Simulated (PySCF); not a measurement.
Geometry:
```
atom   x (Å)   y (Å)   z (Å)
  O1   0.908   0.771  -0.889
  C2   1.371  -0.009  -0.095
  O3   2.681  -0.253  -0.020
  C4   0.561  -0.804   0.883
  C5  -0.715  -0.060   1.254
 Si6  -1.675   0.601  -0.265
  H7   3.167   0.267  -0.681
  H8   0.310  -1.746   0.386
  H9   1.182  -1.041   1.750
 H10  -1.346  -0.731   1.837
 H11  -0.460   0.773   1.909
 H12  -1.373   1.996  -0.553
 H13  -1.523  -0.307  -1.400
 H14  -3.091   0.542   0.141
```

Geometry: GFN2-xTB; GIAO shifts from PySCF 2.14, gas phase, non-relativistic, averaged over equivalent atoms.

At OLYP/pcSseg-1 (149 basis functions, of the order of 50 core-seconds):
```csv
atoms,δ (ppm)
O1,415.0
O3,218.1
C2,173.6
C4,32.3
C5,8.6
Si6,-76.1
H7,6.12
H12/H13/H14,4.02
H8/H9,2.67
H10/H11,0.96
```

References, each an isolated molecule treated in the same way: ¹⁷O (σref 336.00) vs H2O; ¹³C (σref 183.31) and ²⁹Si (σref 344.58) and ¹H (σref 31.74) against TMS.

Estimate the result of repeating the calculation with BLYP/pcSseg-1.

Results:


| atoms | δ at BLYP/pcSseg-1 | change |
| --- | --- | --- |
| O1 | 430.2 | +15.2 |
| O3 | 226.2 | +8.1 |
| C2 | 181.4 | +7.8 |
| C4 | 33.7 | +1.4 |
| C5 | 9.1 | +0.5 |
| Si6 | -80.3 | -4.2 |
| H7 | 6.10 | -0.02 |
| H12/H13/H14 | 4.04 | +0.02 |
| H8/H9 | 2.66 | -0.01 |
| H10/H11 | 0.93 | -0.03 |

δ = σ(ref) − σ, references computed at the same level: H2O for ¹⁷O (σref 335.56); ¹³C (σref 178.05), ²⁹Si (σref 318.97), ¹H (σref 31.80) vs TMS.

The largest change is at O1 (carbonyl oxygen). Cost: 149 basis functions, roughly 80 core-seconds. The order of the carbon signals is the same at both levels.

The C=O carbon of an acid or of an amide with N–H lies up to 10 ppm further downfield in solution, through hydrogen bonding that the calculation lacks. Unscaled 17O shifts of doubly bonded oxygen tend to come out too high, by tens of ppm or more. Experimental scales use liquid or dissolved standards, which lie at an offset from isolated H2O (liquid H2O: subtract about 36 ppm).
